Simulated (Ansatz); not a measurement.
Cl2Se, triplet, at a GFN2-xTB geometry (a higher spin typed on purpose: for a closed-shell molecule this is an excited state); Ansatz (a first-principles code) with PBE/3-21G.

The Ansatz input:
Ansatz 0.2 input:
```yaml
crystal:
  periodic: [false, false, false]
  atoms:
    - {symbol: Se, position_ang: [0.09038564, 0.10880543, 0.81783642]}
    - {symbol: Cl, position_ang: [0.97674330, 1.18139250, -0.74251873]}
    - {symbol: Cl, position_ang: [-1.15751457, -1.39900335, -0.89315413]}
basis:
  gaussian:
    orbitals: 3-21G.json
hamiltonian:
  xc: pbe
magnetization: {spin_polarized: true, initial_magnetization: 2}
scf: {lower_state_search: light}
```
The basis file holds 3-21G in the JSON format of the Basis Set Exchange.

**Question.** What does Ansatz print? Leave out banner, timings and long lists.

**Answer.** 
```
Functional definition: PBE
474 factors; integrals over basis functions are off by at most 1.1e-4 eV
mean field evaluation 1: about -89940.2933 eV, gradient 1.7e1 eV
mean field evaluation 2: about -89869.3272 eV, gradient 7.0e1 eV
mean field evaluation 4: about -89942.6443 eV, gradient 6.3e0 eV
mean field evaluation 8: about -89942.9243 eV, gradient 6.1e-2 eV
mean field evaluation 16: about -89939.2659 eV, gradient 1.4e1 eV
mean field evaluation 32: about -89941.1608 eV, gradient 3.9e-2 eV
mean field evaluation 64: about -89933.0266 eV, gradient 2.5e1 eV
mean field -89942.92437798 eV, -3305.3415053868 hartree, gradient 1.9e-5 eV, S^2 2.001605; 5 other end points of the search recorded, 0 dependent functions left out
reference -89942.92440395 eV, -3305.3415063415 hartree; 35, 33 occupied and 14, 16 virtual orbitals, 474 factors
Total energy: -89942.92440395 eV, -3305.3415063415 hartree
```
